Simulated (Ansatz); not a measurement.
RuO4, SMILES [O]=[Ru](=[O])(=[O])=[O], multiplicity 1.

Coordinates come from a r2SCAN-D4/def2-SVP optimisation. The spin state was assumed, not searched. The isomer is the one that the SMILES or the coordinates give; other isomers of the formula were not compared. The def2 effective core potentials stand for the cores of Ru; spin–orbit coupling is left out.

Two levels are set side by side: PBE/def2-SVPD (Ansatz, an electronic-structure program) and CAM-B3LYP/def2-SVPD (Ansatz). Energy differences of separate SCF runs at the same geometry. Differences are taken from unrounded values.

```csv
quantity,CAM-B3LYP
vertical singlet–triplet gap (eV),2.11
```

**Question.** What does PBE give, and how far is it from CAM-B3LYP? (The exact figures need the calculation; the answer reports its results.)

**Answer.** 
```json
[
 {"quantity": "vertical singlet–triplet gap (eV)", "PBE": "2.82", "PBE minus CAM-B3LYP": "0.71"}
]
```
